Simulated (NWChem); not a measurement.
Species: GeNH3S, singlet; SMILES [SH][Ge][NH2]

```xyz
6

Ge    -0.4378    -0.5268     0.0031
N      1.2534    -1.1893     0.0002
H      1.4195    -2.1898    -0.0016
H      2.1167    -0.6543     0.0002
S      0.1990     1.6456     0.0051
H     -1.0684     2.1098     0.0074
```
Atoms are numbered in this order, from 1.

Low-valent species are run as closed-shell singlets; no triplet was tried in these runs. Structure relaxed at the PBE0/def2-SVP level.

Question: Give the principal values of the shielding tensors (ppm) of Ge1, N2, S5 from B3LYP/6-31G* (spherical d), GIAO (NWChem), with their diamagnetic and paramagnetic parts as GIAO splits them.

Answer: 
```json
[
 {"atom": "Ge1", "σ11": "482.9", "σ22": "1265.7", "σ33": "1544.0", "isotropic": "1097.6", "diamagnetic": "2755.5", "paramagnetic": "-1658.0"},
 {"atom": "N2", "σ11": "-55.6", "σ22": "202.6", "σ33": "203.3", "isotropic": "116.7", "diamagnetic": "318.5", "paramagnetic": "-201.7"},
 {"atom": "S5", "σ11": "48.9", "σ22": "547.6", "σ33": "683.8", "isotropic": "426.8", "diamagnetic": "1056.3", "paramagnetic": "-629.5"}
]
```
